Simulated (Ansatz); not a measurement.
Cost and result up the ladder for [(OH)3Hf]2S (Hf₂SO₆H₆) (15 atoms). Total charge 0; singlet. Geometry: r2SCAN-D4/def2-SVP.

```xyz
15

Hf    0.5560    1.8341   -0.6512
O     0.4375    2.3208   -2.5139
O     1.5454    3.1090    0.4090
O     1.1754   -0.0688   -0.4030
S    -1.5489    1.2426    0.3088
Hf   -0.6255   -1.1376    0.6139
O    -2.3367   -1.9651    0.9476
O     0.3598   -1.3869    2.2673
O     0.0135   -2.3440   -0.8452
H     0.2014    2.6341   -3.3877
H     1.9029    3.7099    1.0630
H     1.5272   -0.7908   -0.9487
H    -3.2680   -2.1692    1.0333
H     0.4107   -1.7727    3.1438
H    -0.3505   -3.2155   -1.0371
```

Ansatz; hardware A = 2 threads of AMD EPYC 7R13 on a shared host and a share (18 GiB) of an NVIDIA H100 80GB HBM3; B = 2 threads of AMD EPYC 7R13 on a shared host. Times are rough, and most runs start from the orbitals of an earlier one. ωB97X-V/def2-TZVP serves as the yardstick here, not as an exact answer. Differences are given only for rows in sets of like size (and for xTB, whose basis is part of the method), since another set adds its own error. Binding counts from free atoms at the same level (Hf triplet, O triplet, S triplet, H doublet; other spins of the atoms weren't run), without zero-point energy or a counterpoise term.

In the def2 sets Hf takes a core potential; there is no spin–orbit coupling. Correlated methods freeze 11 core orbitals; core or outer-core shells of Hf are correlated, in sets that lack core-valence functions.

Correlated methods converge slowly with the basis.

```json
{"level": "PBE0-D4/def2-SVP [B]", "functions": "196", "binding energy per atom (eV)": "4.60", "difference from ωB97X-V/def2-TZVP (eV)": "–"}
{"level": "LDA (SPW92)/def2-TZVP [A]", "functions": "339", "binding energy per atom (eV)": "5.37", "difference from ωB97X-V/def2-TZVP (eV)": "0.69"}
{"level": "PBE0-D4/def2-TZVP [A]", "functions": "339", "binding energy per atom (eV)": "4.59", "difference from ωB97X-V/def2-TZVP (eV)": "-0.09"}
{"level": "r2SCAN-D4/def2-TZVP (with forces) [A]", "functions": "339", "binding energy per atom (eV)": "4.69", "difference from ωB97X-V/def2-TZVP (eV)": "0.01"}
{"level": "ωB97X-V/def2-TZVP [A]", "functions": "339", "binding energy per atom (eV)": "4.68", "difference from ωB97X-V/def2-TZVP (eV)": "0.00"}
{"level": "MP2/def2-TZVP [A]", "functions": "339", "binding energy per atom (eV)": "4.72", "difference from ωB97X-V/def2-TZVP (eV)": "0.04"}
{"level": "PBE-D4/def2-SVP [B]", "functions": "196", "binding energy per atom (eV)": "4.78", "difference from ωB97X-V/def2-TZVP (eV)": "–"}
{"level": "PBE-D4/def2-TZVP [A]", "functions": "339", "binding energy per atom (eV)": "4.75", "difference from ωB97X-V/def2-TZVP (eV)": "0.07"}
```

Task: Estimate how long each takes.

Result: PBE-D4/def2-SVP [B] 4.6 s; LDA (SPW92)/def2-TZVP [A] 7 s; PBE0-D4/def2-SVP [B] 7 s; MP2/def2-TZVP [A] 8.5 s; r2SCAN-D4/def2-TZVP (with forces) [A] 11 s; PBE0-D4/def2-TZVP [A] 11 s; PBE-D4/def2-TZVP [A] 12 s; ωB97X-V/def2-TZVP [A] 13 s. On shared hardware such times vary by a factor of up to 3.
